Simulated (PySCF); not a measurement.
CH₆AlNO₂, SMILES C[NH][Al]([OH])[OH].

The structure is a stationary point at B3LYP-D3(BJ)/def2-SVP. The structure was generated by enumeration; whether it is a known compound was not checked. Other conformers were not sampled.

Method: CAM-B3LYP/def2-TZVP (PySCF).

Symmetry labels are those of the subgroup Cs that the program uses (full group Cs).

Computed valence orbital energies around the gap with their symmetry:
| orbital | symmetry | energy (eV) |
|---|---|---|
| HOMO−7 | A" | -13.13 |
| HOMO−6 | A' | -13.12 |
| HOMO−5 | A' | -11.45 |
| HOMO−4 | A' | -10.98 |
| HOMO−3 | A" | -10.87 |
| HOMO−2 | A' | -10.64 |
| HOMO−1 | A" | -10.30 |
| HOMO | A" | -8.04 |
| LUMO | A' | 0.68 |
| LUMO+1 | A" | 2.04 |
| LUMO+2 | A' | 2.12 |
| LUMO+3 | A' | 2.33 |
